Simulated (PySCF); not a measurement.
Method: CAM-B3LYP-D3(BJ)/def2-TZVPD run with PySCF. All species are isolated molecules in the gas phase. One relaxed conformer stands for a flexible species; it need not be the lowest. 

Reference species (SMILES): `[SiH2-]O` (not the most acidic site) (charge -1, multiplicity 1).

| Item | Result |
|---|---|
| HOMO | -0.92 eV |

Changed species: `[O-][SiH3]` (proton removed from O1; the reference has proton removed from Si2).

### Question
Predict the effect on the HOMO.

### Answer
the HOMO drops by 1.78 eV, to -2.70 eV.
